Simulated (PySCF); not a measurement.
Two-component Hartree-Fock for Er (erbium, neutral)

Start: [Xe] 4f12 6s2; 4f5/2 filled at m_j = -5/2, -3/2, -1/2, +1/2, +3/2, +5/2; 4f7/2 filled at m_j = -3/2, -1/2, +1/2, +3/2, +5/2, +7/2. Calculated with PySCF 2.14 in x2c-QZVPPall-2c: generalised Hartree-Fock with the X2C-1e Hamiltonian and a Gaussian nucleus; one run each with spin-orbit coupling (SO) switched off, then screened by Boettger's factors.

| spinor shell | electrons | ε, spin-free (eV) | ε, screened SO (eV) | weight of nominal j (screened SO) | rms radius, screened SO (bohr) |
| --- | --- | --- | --- | --- | --- |
| 1s1/2 | 2 | -57777.4 | -57764.3 | 1.000 | 0.0231 |
| 2s1/2 | 2 | -9835.1 | -9831.0 | 1.000 | 0.0935 |
| 2p1/2 | 2 | -8695.9 | -9345.6 | 1.000 | 0.0798 |
| 2p3/2 | 4 | -8695.9 | -8423.5 | 1.000 | 0.0866 |
| 3s1/2 | 2 | -2258.2 | -2256.9 | 1.000 | 0.240 |
| 3p1/2 | 2 | -1904.9 | -2043.9 | 1.000 | 0.231 |
| 3p3/2 | 4 | -1904.9 | -1845.8 | 1.000 | 0.245 |
| 3d3/2 | 4 | -1460.2 | -1485.8 | 1.000 | 0.218 |
| 3d5/2 | 6 | -1460.2 | -1442.1 | 1.000 | 0.222 |
| 4s1/2 | 2 | -471.75 | -471.39 | 1.000 | 0.541 |
| 4p1/2 | 2 | -353.05 | -385.34 | 0.998 | 0.554 |
| 4p3/2 | 4 | -353.05 | -339.23 | 0.999 | 0.585 |
| 4d3/2 | 4 | -190.96 | -197.63 | 0.981 | 0.625 |
| 4d5/2 | 6 | -190.96 | -186.26 | 0.987 | 0.637 |
| 5s1/2 | 2 | -63.051 | -63.002 | 1.000 | 1.36 |
| 5p1/2 | 2 | -32.821 | -37.091 | 0.991 | 1.54 |
| 5p3/2 | 4 | -32.821 | -31.039 | 0.995 | 1.66 |
| 4f5/2 | 6 | -13.801 | -14.877 | 0.894 | 0.896 |
| 4f7/2 | 6 | -13.801 | -12.624 | 0.909 | 0.929 |
| 6s1/2 | 2 | -5.215 | -5.218 | 1.000 | 4.60 |

```tsv
quantity	spin-free	screened SO
E (hartree)	-13076.75121	-13087.68534
M_J	6	6
⟨J²⟩	42.019	42.019
⟨L²⟩	30.015	30.193
⟨S²⟩	2.003	2.084
```

Each row is a mean over spinors that exchange with the open shell spreads, by up to 12.990 eV (4d5/2).

Rows whose weight is well below 1 are mixtures of j = l ± 1/2: exchange outweighs spin-orbit coupling there, and the label is only the starting occupation.

Breit and QED terms are absent; they matter most for the inner s and p1/2 levels.

Densities and radii are taken from the X2C orbitals without a picture-change correction, which distorts them close to the nucleus.

Without spin-orbit coupling the j labels of p, d and f shells carry no meaning; the spin-free column gives the mean over the occupied spinors of each nl shell.
